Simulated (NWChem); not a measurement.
System: C₂H₄Cl₂; SMILES ClC(Cl)C

Output (shortened):

```
             Northwest Computational Chemistry Package (NWChem) 7.3.0
             --------------------------------------------------------

 CS  symmetry detected

                             Geometry "geometry" -> ""
                             -------------------------

 Output coordinates in angstroms (scale by  1.889725989 to convert to a.u.)

  No.       Tag          Charge          X              Y              Z
 ---- ---------------- ---------- -------------- -------------- --------------
    1 C                    6.0000    -1.72412124    -0.16077128     0.00000000
    2 C                    6.0000    -0.33526645     0.42317554     0.00000000
    3 Cl                  17.0000     0.55611946    -0.06410505     1.46699100
    4 Cl                  17.0000     0.55611946    -0.06410505    -1.46699100
    5 H                    1.0000    -1.67367633    -1.25850969     0.00000000
    6 H                    1.0000    -2.26815515     0.17189278     0.89600200
    7 H                    1.0000    -2.26815515     0.17189278    -0.89600200
    8 H                    1.0000    -0.34174872     1.51987033     0.00000000

 Effective nuclear repulsion energy (a.u.)     208.9369597150

      Symmetry information
      --------------------

 Group name             Cs
 Group number              2
 Group order               2
 No. of unique centers     6

                                Z-matrix (autoz)
                                --------

 Units are Angstrom for bonds and degrees for angles

[...]

      ----------------------
      Optimization converged
      ----------------------

  Step       Energy      Delta E   Gmax     Grms     Xrms     Xmax
  ---- ---------------- -------- -------- -------- -------- --------
@    4    -998.60897421 -3.8D-07  0.00003  0.00001  0.00050  0.00133
                                     ok       ok       ok       ok

                                Z-matrix (autoz)
                                --------

 Units are Angstrom for bonds and degrees for angles

[...]

 Rotational Constants
 --------------------
 A=   0.209486 cm-1  (  0.301397 K)
 B=   0.101311 cm-1  (  0.145760 K)
 C=   0.072294 cm-1  (  0.104012 K)

 Temperature                      =   298.15K
 frequency scaling parameter      =   1.0000

 Zero-Point correction to Energy  =   34.680 kcal/mol  (  0.055267 au)
 Thermal correction to Energy     =   37.790 kcal/mol  (  0.060222 au)
 Thermal correction to Enthalpy   =   38.382 kcal/mol  (  0.061165 au)

 Total Entropy                    =   72.964 cal/mol-K
   - Translational                =   39.639 cal/mol-K (mol. weight =  97.9690)
   - Rotational                   =   26.444 cal/mol-K (symmetry #  =        1)
   - Vibrational                  =    6.881 cal/mol-K

 Cv (constant volume heat capacity) =   16.377 cal/mol-K
   - Translational                  =    2.979 cal/mol-K
   - Rotational                     =    2.979 cal/mol-K
   - Vibrational                    =   10.418 cal/mol-K

[normal modes left out]

 ----------------------------------------------------------------------------
 Normal Eigenvalue ||           Projected Infra Red Intensities
  Mode   [cm**-1]  || [atomic units] [(debye/angs)**2] [(KM/mol)] [arbitrary]
 ------ ---------- || -------------- ----------------- ---------- -----------
    1       -0.000 ||    0.001418           0.033         1.383       1.153
    2       -0.000 ||    0.000264           0.006         0.257       0.215
    3       -0.000 ||    0.000239           0.006         0.233       0.195
    4       -0.000 ||    0.000051           0.001         0.050       0.042
    5       -0.000 ||    0.000297           0.007         0.289       0.241
    6        0.000 ||    0.000296           0.007         0.289       0.241
    7      257.987 ||    0.001177           0.027         1.147       0.957
    8      269.189 ||    0.000263           0.006         0.257       0.214
    9      309.707 ||    0.001060           0.024         1.034       0.862
   10      390.632 ||    0.006330           0.146         6.171       5.148
   11      612.617 ||    0.013879           0.320        13.530      11.288
   12      620.776 ||    0.122076           2.816       119.006      99.286
   13      951.189 ||    0.015839           0.365        15.441      12.882
   14     1030.355 ||    0.031554           0.728        30.761      25.664
   15     1060.114 ||    0.007171           0.165         6.991       5.833
   16     1190.195 ||    0.033187           0.766        32.352      26.991
   17     1251.537 ||    0.015728           0.363        15.333      12.792
   18     1353.056 ||    0.007351           0.170         7.166       5.979
   19     1413.336 ||    0.007499           0.173         7.311       6.099
   20     1420.246 ||    0.001434           0.033         1.398       1.166
   21     2966.521 ||    0.007186           0.166         7.005       5.844
   22     3050.268 ||    0.009171           0.212         8.941       7.459
   23     3052.591 ||    0.000614           0.014         0.598       0.499
   24     3070.590 ||    0.011004           0.254        10.727       8.950
 ----------------------------------------------------------------------------
```

Level: BLYP/def2-SVP. 

Reconstruct the input file.

One answer among several that fit: the input that was run:
```
start job
memory heap 200 mb stack 900 mb global 1100 mb
geometry units angstroms
  C     -1.725529    -0.167642     0.000000
  C     -0.340902     0.426260     0.000000
  Cl     0.553959    -0.054609    -1.466991
  Cl     0.553959    -0.054609     1.466991
  H     -1.667205    -1.264990     0.000000
  H     -2.271937     0.161108    -0.896002
  H     -2.271937     0.161108     0.896002
  H     -0.355257     1.522880     0.000000
end
basis spherical
  * library def2-svp
end
dft
  xc becke88 lyp
  iterations 150
end
driver
  maxiter 120
end
task dft optimize
task dft freq
```
